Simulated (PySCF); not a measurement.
TeH: script and output

Input:

```python
from pyscf import gto, scf, mp

mol = gto.M(
    atom='Te 0 0 0; H 0 0 1.64',
    basis='sbkjc',
    ecp={'Te': 'sbkjc'},
    charge=0,
    spin=1,
    verbose=3,
)
mf = scf.UHF(mol)
mf.kernel()
mp.MP2(mf).kernel()
mf.dip_moment()
print('orbital energies (hartree):', [e[max(0, n-3):n+3].round(4) for e, n in zip(mf.mo_energy, mol.nelec)])
```

```bash
$ OMP_NUM_THREADS=1 python input.py
```

The log (some set-up lines and the per-cycle HOMO/LUMO lines with their warnings removed):

```
converged SCF energy = -8.41062573849452  <S^2> = 0.75397636  2S+1 = 2.0039724
E(UMP2) = -8.43421800783446  E_corr = -0.0235922693399386
E(SCS-UMP2) = -8.43745505574336  E_corr = -0.0268293172488396
Dipole moment(X, Y, Z, Debye): -0.00000, -0.00000,  0.62164
orbital energies (hartree): [array([-0.474 , -0.3803, -0.3341,  0.1324,  0.273 ,  0.2804]), array([-0.7728, -0.4588, -0.3067, -0.0216,  0.1429,  0.29  ])]
```

In short: E(SCF) = -8.410626 Eh, E(MP2) − E(SCF) = -0.02359 Eh, ⟨S²⟩ = 0.754, μz(SCF) = 0.62 D.

It ran on Arm Neoverse V1 (1 thread, shared host) in 0.95 s, peak memory 0.11 GiB.

The bond length is a typed value, not an optimised one. No search for the lowest solution was made.
